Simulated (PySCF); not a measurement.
C₂H₄Cl₂OSn, singlet, at a GFN2-xTB geometry (such geometries of metal compounds can be far from the true shape) (all electrons, no relativity), with bond 6-3 at 1.4 times its length; CASSCF(4,4)/STO-3G (PySCF).

PySCF was given this input:
```python
from pyscf import gto, scf, mcscf
import numpy

mol = gto.Mole()
mol.atom = '''
    C    -2.724205   -0.397884   -1.460600
    C    -2.152402    0.193535   -0.440086
    Sn   -0.015206   -0.026072   -0.041679
    O     0.659627   -1.215234   -1.489959
    Cl    1.283805    1.900589   -0.161799
    Cl    0.825138   -1.485005    2.746967
    H    -2.176597   -1.017522   -2.150419
    H    -3.783465   -0.281290   -1.647169
    H    -2.660363    0.821696    0.274831
    H     1.592959   -1.422514   -1.472528
'''
mol.basis = 'sto-3g'
mol.charge = 0
mol.spin = 0
mol.verbose = 4
mol.build()

mf = scf.RHF(mol)
mf.kernel()
mc = mcscf.CASSCF(mf, 4, 4)
mc.fix_spin_(ss=0.0)
mc.kernel()
occ = numpy.linalg.eigvalsh(mc.fcisolver.make_rdm1(mc.ci, mc.ncas, mc.nelecas))[::-1]
ss = mc.fcisolver.spin_square(mc.ci, mc.ncas, mc.nelecas)[0]
print('natural occupations', occ.round(4), ' <S^2>', round(ss, 4))
```

The log (banner, timings and long lists left out):

```
PySCF version 2.14.0

[INPUT] verbose = 4
[INPUT] num. atoms = 10
[INPUT] num. electrons = 108
[INPUT] charge = 0
[INPUT] spin (= nelec alpha-beta = 2S) = 0
[INPUT] symmetry False subgroup None
[INPUT] Mole.unit = angstrom
[INPUT] Symbol           X                Y                Z      unit          X                Y                Z       unit  Magmom
[...]
nuclear repulsion = 782.890896021915
number of shells = 34
number of NR pGTOs = 192
number of NR cGTOs = 64
basis = sto-3g
ecp = {}

******** <class 'pyscf.scf.hf.RHF'> ********
method = RHF
initial guess = minao
damping factor = 0
level_shift factor = 0
DIIS = <class 'pyscf.scf.diis.CDIIS'>
diis_start_cycle = 1
diis_space = 8
diis_damp = 0
SCF conv_tol = 1e-09
SCF conv_tol_grad = None
SCF max_cycles = 50
direct_scf = True
direct_scf_tol = 1e-13
Set gradient conv threshold to 3.16228e-05
Initial guess from minao.
init E= -7005.91875522947
[...]
cycle= 1 E= -7023.18478623472  delta_E= -17.3  |g|= 0.63  |ddm|= 3.85
[...]
cycle= 2 E= -7023.40831612657  delta_E= -0.224  |g|= 0.228  |ddm|= 1.61
[...]
cycle= 3 E= -7023.43080353651  delta_E= -0.0225  |g|= 0.0567  |ddm|= 0.414
[...]
cycle= 4 E= -7023.43335526068  delta_E= -0.00255  |g|= 0.0153  |ddm|= 0.167
[...]
cycle= 5 E= -7023.43354888224  delta_E= -0.000194  |g|= 0.00607  |ddm|= 0.0385
[...]
cycle= 6 E= -7023.4335888878  delta_E= -4e-05  |g|= 0.00193  |ddm|= 0.0226
[...]
cycle= 7 E= -7023.43359220057  delta_E= -3.31e-06  |g|= 0.00093  |ddm|= 0.00569
[...]
cycle= 8 E= -7023.43359274975  delta_E= -5.49e-07  |g|= 0.000141  |ddm|= 0.00277
[...]
cycle= 9 E= -7023.43359277808  delta_E= -2.83e-08  |g|= 4.39e-05  |ddm|= 0.000664
[...]
cycle= 10 E= -7023.43359278271  delta_E= -4.63e-09  |g|= 1.5e-05  |ddm|= 0.000319
[...]
cycle= 11 E= -7023.4335927834  delta_E= -6.91e-10  |g|= 6.25e-06  |ddm|= 0.000131
[...]
Extra cycle  E= -7023.43359278349  delta_E= -9.09e-11  |g|= 4.01e-06  |ddm|= 3e-05
converged SCF energy = -7023.43359278349

******** <class 'pyscf.mcscf.mc1step.CASSCF'> ********
CAS (2e+2e, 4o), ncore = 52, nvir = 8
max_cycle_macro = 50
max_cycle_micro = 4
conv_tol = 1e-07
conv_tol_grad = None
orbital rotation max_stepsize = 0.02
orbital rotation threshold for CI restart = 0.01
augmented hessian ah_max_cycle = 30
augmented hessian ah_conv_tol = 1e-12
augmented hessian ah_linear dependence = 1e-14
augmented hessian ah_level shift = 1e-08
augmented hessian ah_start_tol = 2.5
augmented hessian ah_start_cycle = 3
augmented hessian ah_grad_trust_region = 3
[...]
CASCI E = -7023.45698227453  S^2 = 0.0000000
[...]
macro iter  15 ( 12 JK    3 micro), CASSCF E = -7023.46893280185  dE = -6.74843474e-04  S^2 = 0.0000000
               |grad[o]|=0.00405  |grad[c]|=0.00366  |ddm|=0.00692  |maxRot[o]|=0.0715
macro iter  16 ( 21 JK    4 micro), CASSCF E = -7023.46882824769  dE =  1.04554160e-04  S^2 = 0.0000000
               |grad[o]|=0.00328  |grad[c]|=0.00657  |ddm|=0.00552  |maxRot[o]|=0.033
macro iter  17 ( 21 JK    4 micro), CASSCF E = -7023.46925228411  dE = -4.24036421e-04  S^2 = 0.0000000
               |grad[o]|=0.00356  |grad[c]|=0.00137  |ddm|=0.00214  |maxRot[o]|=0.0459
macro iter  18 ( 21 JK    4 micro), CASSCF E = -7023.46923473177  dE =  1.75523428e-05  S^2 = 0.0000000
               |grad[o]|=0.00261  |grad[c]|=0.00368  |ddm|=0.00327  |maxRot[o]|=0.0103
macro iter  19 ( 21 JK    4 micro), CASSCF E = -7023.46942660775  dE = -1.91875977e-04  S^2 = 0.0000000
               |grad[o]|=0.00278  |grad[c]|=0.00237  |ddm|=0.00289  |maxRot[o]|=0.0225
macro iter  20 ( 20 JK    4 micro), CASSCF E = -7023.46949041511  dE = -6.38073607e-05  S^2 = 0.0000000
               |grad[o]|=0.00211  |grad[c]|=0.00358  |ddm|=0.00305  |maxRot[o]|=0.0135
macro iter  21 ( 17 JK    4 micro), CASSCF E = -7023.46948424415  dE =  6.17095975e-06  S^2 = 0.0000000
               |grad[o]|=0.00193  |grad[c]|=0.00323  |ddm|=0.00238  |maxRot[o]|=0.00427
macro iter  22 ( 21 JK    4 micro), CASSCF E = -7023.46963671163  dE = -1.52467486e-04  S^2 = 0.0000000
               |grad[o]|=0.00202  |grad[c]|=0.000753  |ddm|=0.000924  |maxRot[o]|=0.0296
macro iter  23 ( 10 JK    3 micro), CASSCF E = -7023.46967273456  dE = -3.60229214e-05  S^2 = 0.0000000
               |grad[o]|=0.000912  |grad[c]|=0.000754  |ddm|=0.000664  |maxRot[o]|=0.018
macro iter  24 (  7 JK    2 micro), CASSCF E = -7023.46967577933  dE = -3.04477817e-06  S^2 = 0.0000000
               |grad[o]|=0.000327  |grad[c]|=7.46e-05  |ddm|=0.000205  |maxRot[o]|=0.00549
macro iter  25 (  4 JK    1 micro), CASSCF E = -7023.46967584188  dE = -6.25432222e-08  S^2 = 0.0000000
               |grad[o]|=4.63e-05  |grad[c]|=3.56e-05  |ddm|=2.63e-05  |maxRot[o]|=0.000888
1-step CASSCF converged in  25 macro (425 JK  90 micro) steps
CASSCF canonicalization
Density matrix diagonal elements [1.9851636  1.82604308 0.1756202  0.01317311]
CASSCF energy = -7023.46967584188
CASCI E = -7023.46967584188  E(CI) = -3.12905907404274  S^2 = 0.0000000
natural occupations [1.9854 1.8428 0.1588 0.013 ]  <S^2> 0.0
```
